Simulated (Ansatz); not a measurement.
`C[N]([GaH2])CF` and `C[NH][GaH2]` differ in one atom or group.

Ansatz, PBE0-D4/def2-TZVP geometries, multiplicity 1. Each molecule was computed in one conformer, which needn't be the lowest.

Scalar relativity is left out up to krypton.

| property | `C[N]([GaH2])CF` |
| --- | --- |
| HOMO energy (B3LYP/def2-TZVPP) / eV | -6.96 |
| size of the dipole moment (PBE/def2-TZVPP) / D | 1.64 |
| HOMO–LUMO gap (PBE0/def2-TZVPP) / eV | 5.98 |
| size of the dipole moment (ωB97M-V/def2-TZVPP) / D | 1.80 |
| zero-point energy (PBE0-D4/def2-TZVP) / kJ/mol | 233.4 |
| ideal-gas entropy at 298 K and 1 bar (rigid rotor, harmonic PBE0-D4/def2-TZVP) / J/(mol·K) | 352 |

Q: What does the change do to each property? (An estimate is asked.)

A: The calculation gave: 
```json
{"property": "HOMO energy (B3LYP/def2-TZVPP) / eV", "`C[NH][GaH2]`": "-6.54", "shift": "0.42"}
{"property": "size of the dipole moment (PBE/def2-TZVPP) / D", "`C[NH][GaH2]`": "1.19", "shift": "-0.45"}
{"property": "HOMO–LUMO gap (PBE0/def2-TZVPP) / eV", "`C[NH][GaH2]`": "5.99", "shift": "0.01"}
{"property": "size of the dipole moment (ωB97M-V/def2-TZVPP) / D", "`C[NH][GaH2]`": "0.90", "shift": "-0.90"}
{"property": "zero-point energy (PBE0-D4/def2-TZVP) / kJ/mol", "`C[NH][GaH2]`": "177.5", "shift": "-55.9"}
{"property": "ideal-gas entropy at 298 K and 1 bar (rigid rotor, harmonic PBE0-D4/def2-TZVP) / J/(mol·K)", "`C[NH][GaH2]`": "303", "shift": "-49"}
```

The zero-point energy changes by -55.9 kJ/mol with -9 modes. Dipoles are sizes alone; their direction can turn.

Positive LUMOs are unbound, so they and the gaps depend on the basis.

B3LYP here is the variant with VWN-RPA as its local correlation; programs differ in this.
